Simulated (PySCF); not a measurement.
Numbering as in the mapped SMILES `[CH3:1][c:2]1[cH:3][c:4]([F:5])[c:6]([SiH3:7])[n:8][n:9]1` (H(Xn): hydrogen on atom n).

In vacuum, fast rotation and ring inversion assumed for equivalent nuclei, a single conformation, no relativistic terms. σ from GIAO-PBE0/pcSseg-1; GFN2-xTB structure; PySCF 2.14.

Referencing at the same level of theory: 13C (σref 186.93) against TMS.

Task: Do the 13C shifts follow the atomic charges (in e)? Tabulate both.

Result: 
| atoms | hybridisation | δ (ppm) | σ para (ppm) | Hirshfeld | IAO | Mulliken | ESP-fitted |
| --- | --- | --- | --- | --- | --- | --- | --- |
| C4 | sp2 | 177.3 | -246 | +0.10 | +0.30 | +0.38 | +0.33 |
| C2 | sp2 | 164.6 | -235 | +0.08 | +0.14 | -0.01 | +0.77 |
| C6 | sp2 | 155.7 | -224 | -0.06 | -0.20 | -0.21 | +0.15 |
| C3 | sp2 | 113.9 | -185 | -0.06 | -0.20 | -0.11 | -0.58 |
| C1 | sp3 | 25.0 | -86 | -0.12 | -0.44 | -0.17 | -0.58 |

Correlation coefficients of δ with charge over these carbons: Hirshfeld +0.81, IAO +0.84, Mulliken +0.53, ESP-fitted +0.80; with the paramagnetic shielding -1.00. Among the 4 sp2 carbons alone: Hirshfeld +0.78, IAO +0.79, Mulliken +0.61, ESP-fitted +0.87. With so few points, grouped by hybridisation, these coefficients are fragile. Charge is one influence among several: hybridisation and low-lying excitations act through the paramagnetic term.

Shifts are as computed. Against solution values, carbons near 30 ppm lie about +3 ppm off and those near 130 ppm about +5 ppm. Of 1211 compounds with measured shifts, 218 miss one by over three times the rms of a fit or turn the order of signals round; such compounds aren't used in these exercises.
